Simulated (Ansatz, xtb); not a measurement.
# Isomers of ClH2NSiZn in order of energy

8 gas-phase structures of ClH2NSiZn, found in a search over its isomers (lower ones may exist). Each was relaxed with GFN2-xTB:

A. `Cl[SiH]=[N][ZnH]`, a singlet
B. `[SiH2]=[N][Zn][Cl]`, a singlet
C. `[H]/N=[SiH]/[Zn][Cl]`, a singlet
D. `N[Si][Zn][Cl]`, a triplet
E. `[SiH][NH][Zn][Cl]`, a singlet
F. a singlet given by its coordinates
G. `N[Si][Zn][Cl]`, a singlet
H. a singlet given by its coordinates

F (Å):

```xyz
6

Cl   -0.4702    1.2255    2.0450
N     1.7662   -0.0568    0.8827
Si    0.6252   -0.7519    1.8821
Zn    1.3231    1.7956    0.6202
H     2.5166   -0.6421    0.5426
H     1.5559    3.1368    0.0497
```

Close contacts (Å): Cl1–Si3 2.27, Cl1–Zn4 2.36, N2–Si3 1.67, N2–Zn4 1.92, N2–H5 1.01, Zn4–H6 1.48.

H (Å):

```xyz
6

Cl   -0.7067   -1.9937   -1.6785
N     0.2991    0.3476   -0.2660
Si   -1.2920   -0.2778   -0.4887
Zn   -1.2227   -1.9803    1.1806
H     1.0911   -0.0183   -0.7727
H     0.4546    1.2973    0.0243
```

Close contacts (Å): Cl1–Si3 2.17, Cl1–Zn4 2.91, N2–Si3 1.72, Si3–Zn4 2.39, N2–H5 1.01, N2–H6 1.01.

Make a reasoned guess at their ranking by r2SCAN-D4/def2-SVP single-point energy.

Calculated order at r2SCAN-D4/def2-SVP: F (0.0), H (17.1), E (18.5), B (22.4), G (24.1), A (25.4), C (31.5), D (46.9) kcal/mol.

Energies above the lowest of each column, in kcal/mol (a dash: not run or not comparable):

| structure | GFN2-xTB | HF/STO-3G | r2SCAN-D4/def2-SVP |
| --- | --- | --- | --- |
| F | 0.0 | 155.5 | 0.0 |
| H | 2.9 | 128.9 | 17.1 |
| E | 36.1 | 105.6 | 18.5 |
| B | 18.5 | 119.4 | 22.4 |
| G | 14.4 | 101.9 | 24.1 |
| A | 11.3 | 174.3 | 25.4 |
| C | 11.7 | 148.1 | 31.5 |
| D | – | 0.0 | 46.9 |

r2SCAN-D4/def2-SVP puts F lowest; HF/STO-3G picks D. Some further structures that were screened fall inside this span and aren't listed. Flexible structures stand in one conformer each, not always the lowest. Frequencies (PBE0-D3(BJ)/def2-SVP) were run for F alone. GFN2-xTB has no spin polarisation and isn't compared across spin states. Open shells are spin-unrestricted, some with notable spin contamination.

Over these structures GFN2-xTB departs from r2SCAN-D4/def2-SVP by 9.3 kcal/mol on average once a common shift is removed. A GFN2-xTB relaxation took about 0.087 s and the r2SCAN-D4/def2-SVP energy about 2.1 s on a shared host (Ansatz 0.2.0, xtb 6.7.1).
